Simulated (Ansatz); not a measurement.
Ansatz (a first-principles code) input (B3LYP-D3(BJ)/def2-TZVP):

Ansatz 0.2 input:
```yaml
crystal:
  periodic: [false, false, false]
  atoms:
    - {symbol: Se, position_ang: [-0.02037457, -0.00452861, 0.83839049]}
    - {symbol: Cl, position_ang: [1.02918417, 1.26309822, -0.45058669]}
    - {symbol: Cl, position_ang: [-1.08069937, -1.25244632, -0.46084767]}
basis:
  gaussian:
    orbitals: def2-TZVP
hamiltonian:
  xc: b3lyp
  dispersion: d3bj
total_charge: 1
magnetization: {spin_polarized: true, initial_magnetization: 1}
relax: {f_tol: 0.002, max_steps: 150}
```

End of the output:

```
reference -90388.45482591 eV, -3321.7144473571 hartree; 34, 33 occupied and 88, 89 virtual orbitals, 829 factors
relax step   2: F+E_penalty+E_count = -90388.63222851 eV  Δ(F+E_penalty+E_count) = -5.899e-4 eV  max|allowed force component| = 3.836e-2 eV/Å  Δτ_max = 0.0252 Å  (35 SCF iters, accepted)
these checks for a lower state are left out or cut short: starts, cluster_reference, orbital_swaps, neighbouring_geometries, increment
integrals: 0.07 GiB planned
829 factors; integrals over basis functions are off by at most 3.0e-4 eV
mean field: 0.85 GiB planned
mean field evaluation 32: about -90388.4548 eV, gradient 2.1e-5 eV
mean field -90388.45478773 eV, -3321.7144459537 hartree, gradient 2.1e-5 eV, S^2 0.753062; 0 other end points of the search recorded, 0 dependent functions left out
the calculation of the forces begins
reference -90388.45500223 eV, -3321.7144538365 hartree; 34, 33 occupied and 88, 89 virtual orbitals, 829 factors
relax step   3: F+E_penalty+E_count = -90388.63293852 eV  Δ(F+E_penalty+E_count) = -7.100e-4 eV  max|allowed force component| = 4.351e-3 eV/Å  Δτ_max = 0.0106 Å  (28 SCF iters, accepted)
these checks for a lower state are left out or cut short: starts, cluster_reference, orbital_swaps, neighbouring_geometries, increment
integrals: 0.07 GiB planned
829 factors; integrals over basis functions are off by at most 3.0e-4 eV
mean field: 0.85 GiB planned
mean field -90388.45477527 eV, -3321.7144454959 hartree, gradient 3.4e-5 eV, S^2 0.753062; 0 other end points of the search recorded, 0 dependent functions left out
the calculation of the forces begins
reference -90388.45498976 eV, -3321.7144533785 hartree; 34, 33 occupied and 88, 89 virtual orbitals, 829 factors
relax step   4: F+E_penalty+E_count = -90388.63293944 eV  Δ(F+E_penalty+E_count) = -9.182e-7 eV  max|allowed force component| = 5.679e-4 eV/Å  Δτ_max = 0.0003 Å  (23 SCF iters, accepted)
integrals: 0.07 GiB planned
829 factors; integrals over basis functions are off by at most 3.0e-4 eV
mean field: 0.85 GiB planned
mean field -90388.45477527 eV, -3321.7144454959 hartree, gradient 3.4e-5 eV, S^2 0.753062; 1 other end points of the search recorded, 0 dependent functions left out
the calculation of the forces begins
reference -90388.45498976 eV, -3321.7144533785 hartree; 34, 33 occupied and 88, 89 virtual orbitals, 829 factors
Total energy: -90388.63315394 eV, -3321.7210007911 hartree
Atom 0 at    -0.020390    -0.004454     0.831014 Å, force     0.000031     0.000030     0.000568 eV/Å
Atom 1 at     1.038064     1.273639    -0.446845 Å, force     0.000205     0.000247    -0.000266 eV/Å
Atom 2 at    -1.089564    -1.263062    -0.457212 Å, force    -0.000236    -0.000277    -0.000302 eV/Å
Dipole moment:     0.000616    -0.001124     0.147740 e Å
```
